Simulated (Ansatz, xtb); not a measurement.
**Relative energy of two structures of AlGeH6Si+**

We compare X, a singlet given by its coordinates, with Y, a singlet given by its coordinates. Both are isolated ions in the gas phase, relaxed with r2SCAN-D4/def2-SVP.

X (Å):

```xyz
9

Al   -0.8490    0.5492    1.6734
Ge   -1.3769   -1.1799    0.0077
Si    0.5933   -1.8896   -1.1725
H    -0.4749    1.6549    2.7287
H    -2.4405   -0.4580   -0.8344
H    -2.0485   -2.2423    0.8919
H     1.5298   -2.4335   -0.1536
H     0.1167   -2.9221   -2.1294
H     1.1437   -0.6847   -1.8481
```

Close contacts (Å): Al1–Ge2 2.46, Ge2–Si3 2.40, Al1–H4 1.57, Ge2–H5 1.54, Ge2–H6 1.54, Si3–H7 1.49, Si3–H8 1.49, Si3–H9 1.49.

Y (Å):

```xyz
9

Al    0.0068   -1.1683   -0.3825
Ge    2.0327   -1.5939   -1.7042
Si   -2.0168   -0.7439    0.9371
H    -3.1429   -1.2828    0.1276
H    -2.0790    0.7324    1.1114
H    -1.8194   -1.4738    2.2186
H     0.8233   -2.6256   -1.0293
H     1.7569   -0.8523   -0.1690
H     0.5930   -0.6892   -2.0059
```

Close contacts (Å): Al1–Ge2 2.46, Al1–Si3 2.45, Al1–H7 1.79, Al1–H8 1.79, Al1–H9 1.79, Ge2–H7 1.73, Ge2–H8 1.73, Ge2–H9 1.73, Si3–H4 1.49, Si3–H5 1.49, Si3–H6 1.49.

Task: Estimate which is lower in electronic energy at CCSD(T)/def2-TZVP, and by roughly how much.

Result: The CCSD(T)/def2-TZVP calculation puts structure Y lower, by 4.1 kcal/mol.

Level by level:

```
             level            geometry  E(Y) − E(X) (kcal/mol)  departure from the last row (kcal/mol)  job, with rough time for the two
r2SCAN-D4/def2-SVP  r2SCAN-D4/def2-SVP                      −7.7                                    −3.6                optimisation, 45 s
      HF/def2-TZVP  r2SCAN-D4/def2-SVP                      +1.8                                    +5.9           part of the CCSD(T) run
     MP2/def2-TZVP  r2SCAN-D4/def2-SVP                      −2.3                                    +1.8           part of the CCSD(T) run
 CCSD(T)/def2-TZVP  r2SCAN-D4/def2-SVP                      −4.1                                                        single point, 18 s
```

HF/def2-TZVP puts the two in the other order. The largest departure from CCSD(T)/def2-TZVP is that of HF/def2-TZVP, 5.9 kcal/mol. Levels run at GFN2-xTB geometries aren't shown.

With harmonic frequencies from r2SCAN-D4/def2-SVP (ideal gas, rigid rotor, one conformer each, 298.15 K, 1 atm): on the last row, ΔE + ΔZPE = −3.2 kcal/mol. A mode under 50 cm⁻¹ makes harmonic enthalpies and free energies unreliable, so none is given.

The correlated steps freeze 19 core orbitals; the filled d shell of Ge is correlated, in a basis made for valence electrons. Codes used: Ansatz 0.2.0; the last row on 2 threads of Intel(R) Xeon(R) 6975P-C (Granite Rapids) on a shared host.
